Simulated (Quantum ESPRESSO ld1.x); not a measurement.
Values are calculated unless marked as measured or tabulated.
One sound ld1.x (Quantum ESPRESSO 7.5) input for neutral rubidium gives E = -2977.6461 hartree in 27 iterations:

```
 &input
    zed=37.0,
    iswitch=1,
    rel=1,
    dft='PW',
    config='[Kr] 5s1',
    verbosity='high',
    prefix='ld1',
    max_out_wfc=37,
    file_charge='ld1.rho',
 /
```

Changed or added lines, one case at a time, and what came of them:

- dx=0.002: refused. The program stops in do_mesh with "ndmx is too small": the mesh holds 3500 points at most, so dx, xmin and rmax must fit that.
- config='[Kr] 5s1 6s3': refused. The program stops in el_config with "wrong occupancy:3": an s shell holds at most 2 electrons.
- rmax=2.0: not converged. The mesh cuts the orbital tails; the cycle ends with warnings and the numbers are not to be used.
- config='[Kr] 5s1 8s1': refused. The program stops in el_config with "wrong main quantum number": the config string takes n from 1 to 7 alone.
- config='[Yb] 5s1': refused. The program stops in el_config with "wrong core: Yb": the cores known are He, Ne, Ar, Kr, Xe, Hg and Rn.
- atom='Xx' (without zed): crashed. The symbol names no element; the program warns, takes a nuclear charge of zero and dies without a result.
- config='[Kr] 5s1 1s1': refused. The program stops in el_config with "wavefunction 1S found too many times": the bracketed core already holds 1s.
